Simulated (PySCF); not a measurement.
## La(III) with different ligands

Computed with PySCF 2.14.0, PBE0, def2-SVP on the ligands, density fitting, scalar-relativistic core potentials, no spin-orbit coupling, vacuum. The metal has def2-SVP with ECP46. Each complex is relaxed within the symmetry of a template of the same shape. Distances are means of the shortest metal–ligand contacts, charges and spins Mulliken's.

```json
{"complex": "LaO(OH)", "point group": "Cs", "M–first ligand (Å)": "1.947", "charge on M (e)": "0.79", "dipole (D)": "6.14", "HOMO–LUMO gap (eV)": "4.41", "strongest infrared band, degenerate modes summed (cm⁻¹)": "–", "unstable modes (below −25 cm⁻¹)": "0"}
{"complex": "LaOF", "point group": "Cs", "M–first ligand (Å)": "1.941", "charge on M (e)": "0.89", "dipole (D)": "7.64", "HOMO–LUMO gap (eV)": "4.52", "strongest infrared band, degenerate modes summed (cm⁻¹)": "803", "unstable modes (below −25 cm⁻¹)": "0"}
{"complex": "LaSF", "point group": "Cs", "M–first ligand (Å)": "2.438", "charge on M (e)": "0.80", "dipole (D)": "8.56", "HOMO–LUMO gap (eV)": "3.51", "strongest infrared band, degenerate modes summed (cm⁻¹)": "552", "unstable modes (below −25 cm⁻¹)": "0"}
```

Task: What does the calculation give for LaOCl?

Result: point group: Cs, M–first ligand (Å): 1.930, charge on M (e): 0.82, dipole (D): 7.80, HOMO–LUMO gap (eV): 4.73, strongest infrared band, degenerate modes summed (cm⁻¹): 816, unstable modes (below −25 cm⁻¹): 0.
```xyz
3

La    0.2927    0.0000   -0.4754
O     1.8661    0.0000    0.6423
Cl   -1.9758    0.0000    0.9077
```

One start shape was tried for each, so a minimum needn't be the lowest isomer.
